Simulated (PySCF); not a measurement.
**Electron correlation in Si (silicon, neutral)**

[Ne] 3s1 3p2 3d1, one real determinant (an excited configuration). Calculation: PySCF 2.14, in aug-cc-pwCVTZ; no relativity, point nucleus. Frozen: [Ne]; 4 electrons correlated.

| level | correlation energy (mhartree) |
| --- | --- |
| CCSD | -35.58 |
| (T) | -3.61 |
| CCSD(T) | -39.19 |

Diagnostics: T1 = 0.034, D1 = 0.0940, largest double amplitude 0.347.

The real determinant used has ⟨L²⟩ near 8 against 12 for a pure F term, so it mixes terms. The outer electron is Rydberg-like, and this basis confines it to a smaller radius and binds it less than a complete one would. T1 exceeds 0.03, a sign that the reference determinant is poor. A double-excitation amplitude exceeds 0.15, a sign of near-degeneracy.

Cost of the coupled-cluster step: roughly 3 core-seconds, for 4 correlated electrons.

Iterations:

```
CC2 = 0
CCSD nocc = (np.int64(4), np.int64(0)), nmo = (70, 70)
frozen orbitals [[0, 1, 2, 3, 4], [0, 1, 2, 3, 4]]
max_cycle = 100
direct = 0
conv_tol = 1e-08
conv_tol_normt = 1e-06
diis_space = 8
diis_start_cycle = 0
Init t2, MP2 energy = -0.0191329092977804
Init E_corr(UCCSD) = -0.0191329092996737
cycle = 1  E_corr(UCCSD) = -0.0251962362774322  dE = -0.00606332698  norm(t1,t2) = 0.0536251
cycle = 2  E_corr(UCCSD) = -0.0275876972314863  dE = -0.00239146095  norm(t1,t2) = 0.0358543
cycle = 3  E_corr(UCCSD) = -0.0302717916422934  dE = -0.00268409441  norm(t1,t2) = 0.0302697
cycle = 4  E_corr(UCCSD) = -0.0303205094803639  dE = -4.87178381e-05  norm(t1,t2) = 0.0278535
cycle = 5  E_corr(UCCSD) = -0.0311313278924239  dE = -0.000810818412  norm(t1,t2) = 0.0284952
cycle = 6  E_corr(UCCSD) = -0.0345766645270329  dE = -0.00344533663  norm(t1,t2) = 0.0209766
cycle = 7  E_corr(UCCSD) = -0.034053239279461  dE = 0.000523425248  norm(t1,t2) = 0.0106221
cycle = 8  E_corr(UCCSD) = -0.035894399225768  dE = -0.00184115995  norm(t1,t2) = 0.00689585
cycle = 9  E_corr(UCCSD) = -0.0355012752046807  dE = 0.000393124021  norm(t1,t2) = 0.00174196
cycle = 10  E_corr(UCCSD) = -0.0355883169667809  dE = -8.70417621e-05  norm(t1,t2) = 0.000482744
cycle = 11  E_corr(UCCSD) = -0.0355736259199562  dE = 1.46910468e-05  norm(t1,t2) = 5.88832e-05
cycle = 12  E_corr(UCCSD) = -0.0355802781563636  dE = -6.65223641e-06  norm(t1,t2) = 3.06512e-05
cycle = 13  E_corr(UCCSD) = -0.0355796137716787  dE = 6.64384685e-07  norm(t1,t2) = 3.46588e-06
cycle = 14  E_corr(UCCSD) = -0.0355798476555066  dE = -2.33883828e-07  norm(t1,t2) = 1.23985e-06
cycle = 15  E_corr(UCCSD) = -0.0355798269450795  dE = 2.0710427e-08  norm(t1,t2) = 1.62469e-07
cycle = 16  E_corr(UCCSD) = -0.0355798296026703  dE = -2.65759077e-09  norm(t1,t2) = 4.1801e-08
UCCSD converged
E(UCCSD) = -288.5168453155968  E_corr = -0.03557982960267031
UCCSD(T) correction = -0.00360853033019758
```

The reference is one real determinant that mixes LS terms of this configuration.
